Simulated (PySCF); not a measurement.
A GIAO shielding run with PySCF 2.14.0 with density-fitted response routines (density fitting, non-relativistic, gas phase) on `C#C[Si@@H](S)N[SiH3]`, C$_{2}$H$_{7}$NSSi$_{2}$:

```
$ OMP_NUM_THREADS=1 python probes_run.py task.json out

{"job": {"kind": "nmr", "xc": "PBE0", "basis": "pcSseg-1"}, "charge": 0, "multiplicity": 1}
C      2.911541    -0.457361     0.934355
C      1.899910     0.099112     0.599480
Si     0.357691     0.946846     0.035118
S      0.988312     2.260757    -1.561733
N     -0.821887    -0.128325    -0.617753
Si    -1.784818    -1.273846     0.265232
H      3.796644    -0.941707     1.233872
H     -0.241553     1.733973     1.105427
H     -0.226545     2.700757    -1.856592
H     -0.768937    -0.279407    -1.612838
H     -2.587720    -0.504534     1.214628
H     -2.601905    -1.942362    -0.744521
H     -0.925122    -2.213417     0.987598
```

Hardware: 1 thread of an Intel Xeon, shared host. The job also computes population analyses, field gradients.

Problem. How large is the calculation?

Solution. 70 electrons, 158 basis functions and 887 auxiliary functions.

Problem. How long does it take, and how much memory does it need?

Solution. 88 s of wall time, with 14 SCF cycles and 5 response iterations; peak memory 0.73 GiB. Times on a shared host scatter by some tens of per cent.
